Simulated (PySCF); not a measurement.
Job file and geometry (Å, from GFN2-xTB) of an NMR shielding run on `C[SiH2]CS[Si@H](C#C)O`, C4H10OSSi2, PySCF 2.14.0, density-fitted response routines, GIAO PBE0/pcSseg-1 NMR shielding, non-relativistic, gas phase; density fitting, a coarse starting grid and PySCF grid level 2 are the driver's defaults:

```
$ OMP_NUM_THREADS=1 python probes_run.py task.json out

{"job": {"kind": "nmr", "xc": "PBE0", "basis": "pcSseg-1"}, "charge": 0, "multiplicity": 1}
C      3.072761     1.689680     0.018261
C      2.801624     0.518450     0.044501
Si     2.255223    -1.252590     0.098619
O      3.066528    -2.192007    -0.940192
S      0.169251    -1.265507    -0.432582
C     -0.464670    -0.116725     0.839927
Si    -2.357709     0.057723     0.678373
C     -2.762433     0.886420    -0.977080
H      3.339467     2.707463    -0.007677
H      2.477069    -1.849652     1.403988
H      2.820126    -2.259202    -1.858751
H      0.051142     0.831932     0.703753
H     -0.185589    -0.519303     1.811178
H     -2.799898     0.880874     1.813616
H     -2.955727    -1.277723     0.754224
H     -3.834700     0.930637    -1.141422
H     -2.321444     0.332956    -1.801642
H     -2.379781     1.902890    -1.018751
```

Q: Write the output of this run.

A: 
```
coarse grid: 16504 points
cycle   1  E = -1209.9430338849  dE =  7.002e-01  |g| = 8.146e-01  |ddm| = 3.938e+00
cycle   2  E = -1209.8300428526  dE =  1.130e-01  |g| = 1.127e+00  |ddm| = 1.551e+00
cycle   3  E = -1210.0731435599  dE = -2.431e-01  |g| = 1.350e-01  |ddm| = 9.787e-01
cycle   4  E = -1210.0767087445  dE = -3.565e-03  |g| = 4.150e-02  |ddm| = 1.451e-01
cycle   5  E = -1210.0770184345  dE = -3.097e-04  |g| = 2.217e-02  |ddm| = 4.936e-02
cycle   6  E = -1210.0771328761  dE = -1.144e-04  |g| = 7.702e-03  |ddm| = 1.984e-02
cycle   7  E = -1210.0771469505  dE = -1.407e-05  |g| = 1.638e-03  |ddm| = 6.461e-03
cycle   8  E = -1210.0771476130  dE = -6.626e-07  |g| = 3.640e-04  |ddm| = 1.841e-03
final grid: 145360 points
cycle   9  E = -1210.1372122187  dE = -2.828e-05  |g| = 8.994e-03  |ddm| = 2.861e-02
cycle  10  E = -1210.1371987974  dE =  1.342e-05  |g| = 1.190e-02  |ddm| = 1.757e-02
cycle  11  E = -1210.1372304547  dE = -3.166e-05  |g| = 1.081e-03  |ddm| = 1.035e-02
cycle  12  E = -1210.1372307008  dE = -2.460e-07  |g| = 2.297e-04  |ddm| = 1.150e-03
cycle  13  E = -1210.1372307120  dE = -1.122e-08  |g| = 6.974e-05  |ddm| = 2.820e-04
cycle  14  E = -1210.1372307127  dE = -7.494e-10  |g| = 4.468e-05  |ddm| = 8.713e-05
cycle  15  E = -1210.1372307132  dE = -4.970e-10  |g| = 9.534e-06  |ddm| = 3.510e-05
converged SCF energy = -1210.1372307132

GIAO shielding tensors (ppm)
atom      isotropic    diamagn.    paramagn.     s11        s22        s33       span
  0 C       85.785     259.409    -173.624      3.472     10.125    243.757    240.285
  1 C       96.928     264.886    -167.958     -2.611      3.979    289.415    292.026
  2 Si     377.752     878.989    -501.237    338.706    368.122    426.430     87.724
  3 O      297.087     384.228     -87.141    282.796    296.231    312.235     29.439
  4 S      667.105    1062.629    -395.524    558.741    614.794    827.781    269.041
  5 C      177.741     259.886     -82.144    168.569    174.631    190.023     21.454
  6 Si     388.721     880.992    -492.271    352.041    391.807    422.315     70.274
  7 C      195.349     253.578     -58.229    188.480    195.865    201.700     13.220
  8 H       29.693      32.977      -3.284     24.389     25.202     39.487     15.098
  9 H       26.458      28.462      -2.004     23.168     24.095     32.112      8.944
 10 H       29.820      31.303      -1.483     21.670     25.682     42.109     20.438
 11 H       29.945      37.398      -7.453     23.600     29.918     36.318     12.718
 12 H       30.145      34.273      -4.129     23.622     29.091     37.721     14.099
 13 H       27.256      29.484      -2.229     23.391     25.245     33.131      9.741
 14 H       27.466      29.598      -2.132     23.505     26.082     32.811      9.306
 15 H       31.634      27.672       3.962     26.690     27.859     40.354     13.664
 16 H       31.013      32.953      -1.940     25.417     30.862     36.760     11.342
 17 H       31.627      32.147      -0.520     26.868     29.238     38.775     11.907
```

Q: Turn these shieldings into chemical shifts. Shifts are taken against calculated references (same method and geometry level): TMS for ¹³C (186.93 ppm), ²⁹Si (349.16 ppm), ¹H (31.72 ppm); H2O for ¹⁷O (336.08 ppm); ³³S (503.73 ppm) vs CS2.

A: Averaging equivalent atoms: C 0: 101.1; C 1: 90.0; C 5: 9.2; C 7: -8.4; Si 2: -28.6; Si 6: -39.6; O 3: 39.0; S 4: -163; H 9: 5.26; H 13: 4.46; H 14: 4.25; H 8: 2.02; H 10: 1.90; H 11: 1.77; H 12: 1.57; H 15/16/17: 0.29 ppm. Experimental scales use liquid or dissolved standards, which lie at an offset from isolated H2O (liquid H2O: subtract about 36 ppm).

Size and cost of the density-fitted run: 207 basis functions, 45 s wall time on 1 thread of an Arm Neoverse V1, shared host; peak memory 0.93 GiB.
